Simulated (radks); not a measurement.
The neodymium ion Nd35+, configuration [Ar] 3d6 5d1 (not the ground configuration). Method: Dirac Kohn-Sham, BLYP, spin-unpolarised, spherical densities, point nucleus; open shells fill j = l - 1/2 first; computed with a radial shooting solver on a logarithmic mesh with Libxc functionals.

Radial electron density D(r) = 4 pi r^2 rho(r):

| r (bohr) | D(r) (e/bohr) |
|---|---|
| 0.001802 | 8.388 |
| 0.002048 | 10.25 |
| 0.002327 | 12.47 |
| 0.002645 | 15.11 |
| 0.003006 | 18.22 |
| 0.003417 | 21.83 |
| 0.003883 | 25.98 |
| 0.004413 | 30.68 |
| 0.005016 | 35.93 |
| 0.005701 | 41.66 |
| 0.006479 | 47.79 |
| 0.007364 | 54.14 |
| 0.00837 | 60.48 |
| 0.009513 | 66.52 |
| 0.01081 | 71.91 |
| 0.01229 | 76.28 |
| 0.01397 | 79.27 |
| 0.01587 | 80.65 |
| 0.01804 | 80.34 |
| 0.0205 | 78.54 |
| 0.0233 | 75.76 |
| 0.02649 | 72.84 |
| 0.0301 | 70.82 |
| 0.03421 | 70.77 |
| 0.03889 | 73.42 |
| 0.0442 | 78.87 |
| 0.05063 | 86.79 |
| 0.05755 | 94.35 |
| 0.06541 | 99.61 |
| 0.07434 | 100.4 |
| 0.08449 | 95.69 |
| 0.09603 | 86.31 |
| 0.1091 | 75.03 |
| 0.124 | 65.58 |
| 0.141 | 61.00 |
| 0.1602 | 61.92 |
| 0.1821 | 65.88 |
| 0.207 | 68.42 |
| 0.2352 | 65.54 |
| 0.2674 | 55.98 |
| 0.3039 | 41.83 |
| 0.3454 | 27.01 |
| 0.3925 | 14.88 |
| 0.4461 | 6.827 |
| 0.5071 | 2.425 |
| 0.5763 | 0.6264 |
| 0.655 | 0.4849 |
| 0.7444 | 1.147 |
| 0.8461 | 1.738 |
| 0.9616 | 1.686 |
| 1.093 | 1.125 |
| 1.242 | 0.5261 |
| 1.412 | 0.1714 |
| 1.605 | 0.03806 |
| 1.824 | 0.005473 |
| 2.073 | 0.0004776 |

D(r) has 4 maxima, at r = 0.0165, 0.0709, 0.209, 0.895 bohr, and minima at 0.0324, 0.147, 0.619 bohr, inside which lie 2.04, 11.29, 24.17 electrons.
